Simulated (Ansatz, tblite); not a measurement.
Forces on Hg5⁺ at its PBE0/def2-SVP geometry. Total charge 1; doublet.

In the def2 sets Hg takes a core potential; there is no spin–orbit coupling. The xTB rows come from tblite. Another isomer (doublet) lies 0.15 eV lower at PBE0/def2-TZVP; other spin states weren't run for this one.

GFN1-xTB (tblite), largest force 0.28 eV/Å:

```xyz
5
positions Å, forces eV/Å
Hg   -1.096    0.668   -0.107    0.126   -0.076    0.010
Hg   -0.215   -2.178    0.655   -0.121   -0.240    0.078
Hg    1.922    1.139   -0.475    0.168    0.209   -0.075
Hg    3.033   -1.864    0.273   -0.220    0.136   -0.018
Hg   -3.643    2.236   -0.346    0.047   -0.029    0.006
```

GFN2-xTB (tblite), largest force 0.25 eV/Å:

```
Hg -0.157 0.097 -0.013
Hg 0.006 -0.236 0.067
Hg 0.220 0.096 -0.046
Hg 0.071 -0.044 0.007
Hg -0.141 0.086 -0.014
```

PBE/def2-TZVP (Ansatz), largest force 0.09 eV/Å:

```
Hg 0.013 -0.007 0.004
Hg 0.044 0.049 -0.020
Hg -0.026 -0.061 0.018
Hg -0.080 0.050 -0.006
Hg 0.050 -0.031 0.004
```
